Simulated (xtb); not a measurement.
C7H8O, triplet, at a GFN2-xTB geometry (a higher spin typed on purpose: for a closed-shell molecule this is an excited state). Base run: GFN2-xTB (xtb).

Geometry (Å):
```xyz
16

C     -2.7819     0.2368    -0.1404
O     -1.6996    -0.4702    -0.6810
C     -0.4343    -0.2035    -0.2494
C      0.6154    -0.9564    -0.8566
C      1.9060    -0.7682    -0.5110
C      2.2429     0.2384     0.5221
C      1.2041     0.9851     1.1267
C     -0.0939     0.8104     0.7930
H     -3.6701    -0.1471    -0.6413
H     -2.8756     0.0692     0.9380
H     -2.6972     1.3122    -0.3303
H      0.3263    -1.6795    -1.6044
H      2.7065    -1.3287    -0.9619
H      3.2698     0.3863     0.8038
H      1.4693     1.7147     1.8798
H     -0.8814     1.3784     1.2576
```
Charge 0, spin multiplicity 3.
All else is at xtb's defaults.
Base energy -22.96056 Eh.

Variants of this job, named by their change:

```
change         ΔE vs base (mEh)  dipole (D)  SCF cycles
-------------  ----------------  ----------  ----------
base                      0.000        2.18          13
file = coord              0.000        2.18          13
alpb = dmf              -11.568        2.53          13
etemp = 5000            -24.177        1.98          12
etemp = 10000           -82.403        2.05          13
```

ALPB and GBSA are two models with their own fitted parameters for each solvent, which aren't always the measured dielectric constant.
